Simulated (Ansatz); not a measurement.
`C#C[Si](C)(F)Cl` + H₂O → `C[Si](O)(F)Cl` + `C#C` at 298.15 K and 1 bar (formal hydrolysis of the Si–C bond).

Isolated molecules relaxed with PBE0-D4/def2-TZVP in Ansatz; ΔE leaves out vibrations. CBS: MP2 limit from def2 TZ/QZ plus the TZ coupled-cluster correction, frozen cores. This one scheme is used for every species. Each species was taken in one conformer, which may not be the lowest.

```json
{"species": "`C#C[Si](C)(F)Cl`", "CCSD(T)/CBS energy (Eh)": "-965.30487", "H − E (kJ/mol)": "184.4", "S (J/(mol·K))": "366.9"}
{"species": "H₂O", "CCSD(T)/CBS energy (Eh)": "-76.37941", "H − E (kJ/mol)": "66.4", "S (J/(mol·K))": "188.7"}
{"species": "`C[Si](O)(F)Cl`", "CCSD(T)/CBS energy (Eh)": "-964.48585", "H − E (kJ/mol)": "168.8", "S (J/(mol·K))": "345.4"}
{"species": "`C#C`", "CCSD(T)/CBS energy (Eh)": "-77.22717", "H − E (kJ/mol)": "80.8", "S (J/(mol·K))": "200.2"}
```

H − E and S are ideal-gas, rigid-rotor, harmonic terms from PBE0-D4/def2-TZVP, for one conformer and one mirror image of each species. 1 Eh = 2625.50 kJ/mol, R = 8.31446 J/(mol·K).

Task: By hand: ΔE, ΔH, ΔS and ΔG.

Result: ΔE = (-964.48585) + (-77.22717) − (-965.30487) − (-76.37941) = -0.02874 Eh = -75.5 kJ/mol. Δ(H − E) = 168.8 + 80.8 − 184.4 − 66.4 = -1.2, so ΔH = -76.7 kJ/mol. ΔS = 345.4 + 200.2 − 366.9 − 188.7 = -10.0 J/(mol·K). ΔG = -76.7 − 298.15 × (-10.0)/1000 = -73.7 kJ/mol.

Task: By hand: the equilibrium constant, and the temperature at which ΔG would vanish if ΔH and ΔS stayed fixed.

Result: log₁₀ K = −ΔG/(RT ln 10) = 12.9. ΔG = 0 at ΔH/ΔS = 7670 K, far beyond where these terms or the molecules hold.

The number of gas molecules stays the same, so ΔS is small and ΔH decides. A doubt of 5 kJ/mol in ΔE shifts log₁₀ K by 0.9 here. Other conformers and mirror images would add mixing entropy, several J/(mol·K) or more a flexible species. These are equilibria of isolated gas molecules and say nothing of rates. Largest T1 diagnostic: 0.013 (customary marks: 0.02 for closed shells, 0.045 for open ones).
